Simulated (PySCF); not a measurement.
Does the answer move with the share of exact exchange?

Species: C2H6ClNSi2.
Bonds: N1–C2 (triple), C2–C3, C3–Si4, Si4–Si5, Si5–Cl6. Hydrogens: H7, H8 on C3; H9, H10 on Si4; H11, H12 on Si5.

Torsions of this conformer, `[N:1]#[C:2][CH2:3][SiH2:4][SiH2:5][Cl:6]`: C2–C3–Si4–Si5 -49°, C3–Si4–Si5–Cl6 -168°.

PySCF, pcSseg-1 basis, density fitting, gas phase, PBE0-D3(BJ)/def2-SVP geometry. One functional is left out:

```
functional  exact exchange (%)  HOMO energy (eV)  LUMO energy (eV)  dipole moment (D)
     B97-D                   0             -7.26             -1.69              3.249
      BLYP                   0             -7.10             -1.65              3.222
      BP86                   0             -7.38             -1.93              3.261
       LDA                   0             -7.36             -2.13              3.320
      OPBE                   0             -7.28             -1.65              3.213
       PBE                   0             -7.27             -1.85              3.233
     B3LYP                  20             -8.25             -1.18              3.299
      PBE0                  25             -8.49             -1.04              3.321
  mPW1PW91                  25             -8.52             -1.02              3.329
 BHandHLYP                  50             -9.57             -0.09              3.389
```

Predict the row of B97-2 (21 % exact exchange) by straight lines through the other rows, and check it.

| property | line | computed | computed − line | B3LYP (20 %), for comparison |
| --- | --- | --- | --- | --- |
| HOMO energy (eV) | -8.27 | -8.26 | +0.01 | -8.25 |
| LUMO energy (eV) | -1.12 | -1.02 | +0.10 | -1.18 |
| dipole moment (D) | 3.309 | 3.310 | +0.001 | 3.299 |

Which of these properties follows the share of exact exchange most closely, and which least?

Most closely the HOMO energy, least the dipole moment; the correlations over the tabulated rows are HOMO energy -0.995, LUMO energy 0.970, dipole moment 0.860. The HOMO energy moves by -0.469 eV for every 10 %. Functionals with the same share still differ in their other parts: at 0 % BLYP and BP86 differ by 0.28 eV in it.
